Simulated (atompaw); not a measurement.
**xenon (Xe): one change to a PAW (atompaw) potential, before and after**

xenon, PAW, made with atompaw 4.2.0.5 (PBEsol, non-relativistic). Core [Ar] 3d10, reference 4s2 4p6 4d10 5s2 5p3 (charge +3). Waves: 4s (bound): rc 0.95 bohr; 5s (bound): rc 1.40 bohr; 4p (bound): rc 1.05 bohr; 5p (bound): rc 1.40 bohr; 4d (bound): rc 1.40 bohr; 4d channel at -4.4 Ry: rc 1.25 bohr. Local part: troulliermartins scheme with l = 3 at 1 Ry, radius 1.10 bohr. Core correction: smooth core density matched at 1.05 bohr. Augmentation charge: sinc compensation charge, radius 1.05 bohr; PAW radius 1.40 bohr; waves and projectors: custom polynom vanderbiltortho.

Change: wave 4d channel at -4.4 Ry: rc 1.25 bohr becomes 4d channel at -5.29 Ry: rc 1.25 bohr.

Cutoffs: the cutoffs (Ry, on a coarse ladder) from which the occupation-weighted sum of valence levels, in a spherical-Bessel basis at the reference potential, stays within 10 and 1 mRy of its value at 400 Ry; they do not see the model core or the augmentation charge, which bear on the density cutoff.

Task: What does the change do?

Result: The potential gets neither clearly harder nor softer (110 Ry and 160 Ry → 100 Ry and 160 Ry); the bound ghosts move from d, s to s; the range in which the d phases agree narrows (upper end 2.2 → -4.9).

| quantity | base | changed |
| --- | --- | --- |
| cutoff, loose | 110 Ry | 100 Ry |
| cutoff, tight | 160 Ry | 160 Ry |
| loose cutoff by channel (10 mRy a level) | s 55 Ry, p 60 Ry, d 45 Ry | s 55 Ry, p 60 Ry, d 50 Ry |
| bound ghosts | d, s | s |
| s: phases at 1.41 bohr within 0.05 rad from the reference energy up to (Ry; the scan ends near 5) | to the end of the scan | to the end of the scan |
| p: phases at 1.41 bohr within 0.05 rad from the reference energy up to (Ry; the scan ends near 5) | 0.2 | 0.2 |
| d: phases at 1.41 bohr within 0.05 rad from the reference energy up to (Ry; the scan ends near 5) | 2.2 | -4.9 |
| lowest overlap eigenvalue by channel | s 0.57, p 0.64, d 0.97 | s 0.57, p 0.64, d 0.65 |

 A true bound ghost makes a file unfit for plane-wave use even where its test errors are small: the radial tests pick states by their node count and pass the ghost by. The cutoffs see the waves, projectors and local potential, not the compensation charge or the core.
